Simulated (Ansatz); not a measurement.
`F[SiH](F)O[SiH3]` + HCl → `F[SiH](Cl)O[SiH3]` + H–F at 700 K and 1 bar (ligand exchange at the Si–F bond).

Calculated with Ansatz (gas phase, PBE0-D4/def2-TZVP geometries, no zero-point term in ΔE). CCSD(T)/CBS is the MP2 limit (def2-TZVPP, def2-QZVPP) plus CCSD(T) − MP2 in def2-TZVPP, frozen cores. This one scheme is used for every species. Each species was taken in one conformer, which may not be the lowest.

```csv
species,CCSD(T)/CBS energy (Eh),H − E (kJ/mol),S (J/(mol·K))
`F[SiH](F)O[SiH3]`,-855.55648,195.3,488.8
HCl,-460.38127,38.4,211.8
`F[SiH](Cl)O[SiH3]`,-1215.52253,193.8,499.2
H–F,-100.39570,45.2,198.5
```

H − E and S are ideal-gas, rigid-rotor, harmonic terms from PBE0-D4/def2-TZVP, for one conformer and one mirror image of each species. 1 Eh = 2625.50 kJ/mol, R = 8.31446 J/(mol·K).

**Question.** By hand: ΔE, ΔH, ΔS and ΔG.

**Answer.** ΔE = (-1215.52253) + (-100.39570) − (-855.55648) − (-460.38127) = 0.01952 Eh = 51.2 kJ/mol. Δ(H − E) = 193.8 + 45.2 − 195.3 − 38.4 = 5.3, so ΔH = 56.5 kJ/mol. ΔS = 499.2 + 198.5 − 488.8 − 211.8 = -2.9 J/(mol·K). ΔG = 56.5 − 700 × (-2.9)/1000 = 58.5 kJ/mol.

**Question.** By hand: the equilibrium constant, and the temperature at which ΔG would vanish if ΔH and ΔS stayed fixed.

**Answer.** log₁₀ K = −ΔG/(RT ln 10) = -4.4. ΔH and −TΔS have one sign here, so there is no such temperature. One of them is within its doubt of zero, so this could turn.

The number of gas molecules stays the same, so ΔS is small and ΔH decides. A doubt of 5 kJ/mol in ΔE shifts log₁₀ K by 0.4 here. Other conformers and mirror images would add mixing entropy, several J/(mol·K) or more a flexible species. Modes under 60 cm⁻¹, often nearly free rotors, make the harmonic entropy too high. These are equilibria of isolated gas molecules and say nothing of rates. Largest T1 diagnostic: 0.012 (customary marks: 0.02 for closed shells, 0.045 for open ones).
